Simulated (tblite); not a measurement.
Species: C4H7BN2O2S.
Bonds: C1–O2, O2–B3, B3–O4, O4–C5, B3–C6, C6–N7 (aromatic), N7–C8 (aromatic), C8–S9 (aromatic), S9–N10 (aromatic), C6–N10 (aromatic). Hydrogens: H11, H12, H13 on C1; H14, H15, H16 on C5; H17 on C8.

Computed with GFN2-xTB (tblite), gas phase: L-BFGS steps from a force-field or distance-geometry start until the largest atomic force falls under 0.01 eV/Å.

Step 24: E = -833.9371 eV
```
atom  x, y, z in Å  |  force x, y, z in eV/Å
C1     -1.6757   -2.0338   -0.4209   -0.007   0.102   0.073
O2     -0.4436   -1.3592   -0.5506   -0.116  -0.140  -0.166
B3     -0.2980   -0.0331   -0.3919   -0.086  -0.077   0.101
O4     -1.3846    0.7510   -0.2276    0.078   0.158  -0.016
C5     -1.4027    2.1166    0.1191    0.070   0.091   0.034
C6      1.2590    0.2101   -0.2005   -0.025   0.021   0.049
N7      1.7202   -0.2672    0.9903    0.055   0.156  -0.025
C8      3.0044   -0.3151    0.9763    0.020   0.017   0.047
S9      3.6579    0.2335   -0.5237    0.019   0.041  -0.115
N10     2.1514    0.5073   -1.1061    0.042   0.083   0.177
H11    -2.1661   -2.1208   -1.3976    0.111  -0.149   0.179
H12    -1.4435   -3.0042    0.0265   -0.162  -0.025  -0.256
H13    -2.3162   -1.4710    0.2557   -0.218  -0.004   0.006
H14    -2.4119    2.3776    0.4472    0.006  -0.174   0.021
H15    -1.1567    2.7580   -0.7307    0.102  -0.129  -0.106
H16    -0.6991    2.3245    0.9278    0.032   0.002   0.010
H17     3.5981   -0.6618    1.7968    0.080   0.028  -0.014
```

Step 25: E = -833.9499 eV
```
atom  x, y, z in Å  |  force x, y, z in eV/Å
C1     -1.6801   -2.0355   -0.4217   -0.038   0.096   0.076
O2     -0.4442   -1.3657   -0.5379   -0.160  -0.113  -0.099
B3     -0.3036   -0.0387   -0.3815    0.059  -0.074   0.076
O4     -1.3836    0.7542   -0.2484   -0.062   0.074   0.019
C5     -1.3962    2.1141    0.1147    0.092   0.022   0.018
C6      1.2521    0.2137   -0.1807   -0.028   0.026   0.066
N7      1.7259   -0.2620    1.0083    0.010   0.173  -0.162
C8      3.0085   -0.3095    0.9726    0.108   0.006   0.118
S9      3.6504    0.2357   -0.5313   -0.095   0.102  -0.139
N10     2.1336    0.5188   -1.0937    0.093   0.007   0.178
H11    -2.1591   -2.1118   -1.4022    0.074  -0.183   0.099
H12    -1.4607   -3.0097    0.0224   -0.134  -0.031  -0.252
H13    -2.3343   -1.4780    0.2470   -0.158   0.025   0.022
H14    -2.4019    2.3755    0.4482   -0.023  -0.149   0.027
H15    -1.1441    2.7554   -0.7284    0.093  -0.023  -0.190
H16    -0.6863    2.3035    0.9181    0.071   0.051   0.107
H17     3.6166   -0.6476    1.7845    0.097  -0.009   0.037
```

Step 26: E = -833.9626 eV
```
atom  x, y, z in Å  |  force x, y, z in eV/Å
C1     -1.6866   -2.0372   -0.4208   -0.074   0.048   0.025
O2     -0.4438   -1.3770   -0.5191   -0.251  -0.006   0.010
B3     -0.3107   -0.0474   -0.3665    0.101  -0.032   0.030
O4     -1.3874    0.7584   -0.2763   -0.048  -0.068   0.071
C5     -1.3872    2.1128    0.1091    0.118  -0.060   0.003
C6      1.2427    0.2185   -0.1563    0.007   0.037   0.077
N7      1.7340   -0.2531    1.0276    0.053   0.137  -0.206
C8      3.0162   -0.3018    0.9701    0.109   0.031   0.115
S9      3.6394    0.2418   -0.5434   -0.187   0.132  -0.078
N10     2.1133    0.5319   -1.0776    0.085  -0.045   0.105
H11    -2.1463   -2.1039   -1.4089    0.021  -0.186   0.027
H12    -1.4870   -3.0199    0.0126   -0.090  -0.019  -0.211
H13    -2.3589   -1.4856    0.2368   -0.063   0.039   0.017
H14    -2.3901    2.3741    0.4510    0.002  -0.115   0.017
H15    -1.1278    2.7551   -0.7290    0.069   0.050  -0.196
H16    -0.6682    2.2769    0.9096    0.051   0.091   0.122
H17     3.6414   -0.6315    1.7712    0.096  -0.036   0.073
```

Q: Estimate the geometry and energy of step 27. (The exact step hangs on the optimiser's Hessian estimate; all steps are aligned on step 26, rigid shifts and turns removed.)

A: E = -833.9725 eV, largest force 0.257 eV/Å
```
atom  x, y, z in Å  |  force x, y, z in eV/Å
C1     -1.6943   -2.0351   -0.4197   -0.166  -0.015   0.007
O2     -0.4549   -1.3802   -0.5198   -0.075   0.053   0.098
B3     -0.3143   -0.0528   -0.3599    0.229  -0.029   0.032
O4     -1.3808    0.7599   -0.2853   -0.192  -0.114   0.070
C5     -1.3776    2.1100    0.1063    0.080  -0.056  -0.064
C6      1.2370    0.2239   -0.1387    0.015   0.025   0.046
N7      1.7411   -0.2433    1.0389   -0.010   0.040  -0.084
C8      3.0216   -0.2972    0.9708    0.187   0.058   0.093
S9      3.6298    0.2448   -0.5513   -0.133   0.161  -0.021
N10     2.1021    0.5442   -1.0627    0.040  -0.068  -0.052
H11    -2.1437   -2.1050   -1.4062   -0.101  -0.172  -0.162
H12    -1.5011   -3.0219    0.0007   -0.051  -0.074  -0.106
H13    -2.3795   -1.4910    0.2311   -0.006   0.063   0.043
H14    -2.3820    2.3602    0.4516    0.021  -0.031  -0.003
H15    -1.1132    2.7487   -0.7344    0.016   0.079  -0.139
H16    -0.6580    2.2669    0.9044    0.096   0.122   0.181
H17     3.6607   -0.6203    1.7645    0.051  -0.042   0.062
```

The energy changes by -0.0099 eV. The first-order estimate −F·Δx gives -0.0168 eV and the mean of the old and new forces, exact on a quadratic surface, -0.0099 eV. The step makes an angle of 68° with the force vector and moves no atom by more than 0.023 Å.

What follows is the cost of the whole relaxation. Hardware: one thread, Arm Neoverse V2 (aarch64), no GPU (shared host). Cost: 0.54 s.
